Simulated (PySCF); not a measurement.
Se(F)(I), FISe, SMILES F[Se]I (PBE0/def2-SVP optimised geometry):

```
3

Se    -0.660    -1.232     0.000
F      1.103    -1.232     0.000
I     -1.103     1.232     0.000
```

Calculation: PBE0/def2-TZVP, def2 effective core potentials past Kr (PySCF 2.14.0).

Q: What are the frontier orbital energies and the dipole moment?

A: HOMO-2 -8.93 eV, HOMO-1 -8.47 eV, HOMO -6.85 eV, LUMO -2.93 eV, LUMO+1 -2.26 eV; dipole moment 1.53 D.

On the same geometry PySCF with PBE/def2-TZVP, def2 effective core potentials past Kr gives HOMO-2 -7.57 eV, HOMO-1 -7.33 eV, HOMO -5.61 eV, LUMO -3.70 eV, LUMO+1 -3.21 eV; dipole moment 1.39 D.
